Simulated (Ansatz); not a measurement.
`[F][Al]([Cl])[GeH3]` + `[CH3][W](=[O])(=[S])[Cl]` → `[Cl][Al]([Cl])[GeH3]` + `[CH3][W](=[O])([F])=[S]`  (redistribution)

Gas-phase electronic energies from Ansatz, PBE0-D4/def2-TZVP geometries. CCSD(T)/CBS is the MP2 limit (def2-TZVPP, def2-QZVPP) plus CCSD(T) − MP2 in def2-TZVPP, frozen cores. DFT in def2-TZVPP. Elements past krypton have def2 core potentials. For Ge, W outer-core shells are correlated without core-valence functions, which leaves a few kJ/mol of doubt a bond. Scalar relativity is left out up to krypton.

| species | CAM-B3LYP-D4 energy (Eh) |
| --- | --- |
| `[F][Al]([Cl])[GeH3]` | -2881.62315 |
| `[CH3][W](=[O])(=[S])[Cl]` | -1040.80008 |
| `[Cl][Al]([Cl])[GeH3]` | -3241.97703 |
| `[CH3][W](=[O])([F])=[S]` | -680.43880 |

(1) Work out ΔE.

Largest T1 diagnostic among the species: 0.023, so the coupled-cluster value is less sure than usual.

Results:

(1) ΔE = (-3241.97703) + (-680.43880) − (-2881.62315) − (-1040.80008) = 0.00740 Eh = +19.4 kJ/mol. CCSD(T)/CBS gives +30.3 kJ/mol.

At CCSD(T), def2-SVP lies −8.2 kJ/mol from the extrapolated value and def2-TZVPP −0.7 kJ/mol. Leaving LDA and LC-ωPBE aside and taking each functional with its dispersion term where it has one, the values, not all of them listed here, spread over 15.3 kJ/mol, from ωB97X-V to B2PLYP. LDA lies +3.5 kJ/mol from PBE without D4.
